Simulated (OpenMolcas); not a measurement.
Ionisation energies of barium

```
Program             : OpenMolcas 26.06
Basis               : ANO-RCC-VTZP [8s7p4d2f1g]
Scalar Hamiltonian  : DKH2, point nucleus
Spin-orbit coupling : RASSI with atomic mean-field integrals over the reference wave functions, term energies averaged over their components
```

Active shells in each charge state: the valence s, p, d shells, with orbitals averaged over the low states. Where CASPT2's correlated closed shells are named, they are those of the first ion.

A. CASSCF
B. SS-CASPT2, IPEA 0.25 Eh, imaginary shift 0.1 Eh (closed shells correlated: 5s 5p)
C. MS-CASPT2, IPEA 0.25 Eh, imaginary shift 0.1 Eh (closed shells correlated: 5s 5p)
D. MS-CASPT2, IPEA 0 Eh, imaginary shift 0.1 Eh (closed shells correlated: 5s 5p)
E. SS-CASPT2, IPEA 0 Eh, imaginary shift 0.1 Eh (closed shells correlated: 5s 5p)
F. MS-CASPT2, IPEA 0.25 Eh, imaginary shift 0.1 Eh (closed shells correlated: none)

Energies in eV between the lowest computed levels, named as in B; reference values from the NIST Atomic Spectra Database with their kind.

```tsv
From	To	A	B	C	D	E	F	Spin-orbit share in B	Reference
Ba 6s2 1S0	Ba+ 6s 2S 1/2	4.914	5.116	5.116	5.111	5.111	4.951	+0.000	5.212 (measured)
Ba+ 6s 2S 1/2	Ba2+ 5p6 1S0	9.293	9.767	9.767	9.814	9.814	9.293	+0.000	10.004 (measured)
```

Error against the reference values, in %:

```tsv
From	Reference	A	B	C	D	E	F
Ba	measured	-5.7	-1.8	-1.8	-1.9	-1.9	-5.0
Ba+	measured	-7.1	-2.4	-2.4	-1.9	-1.9	-7.1
```

Mean absolute error over the 2 measured values: A 0.50 eV, B 0.17 eV, C 0.17 eV, D 0.15 eV, E 0.15 eV, F 0.49 eV.

The lowest level within the active space need not be the ion's true ground level.
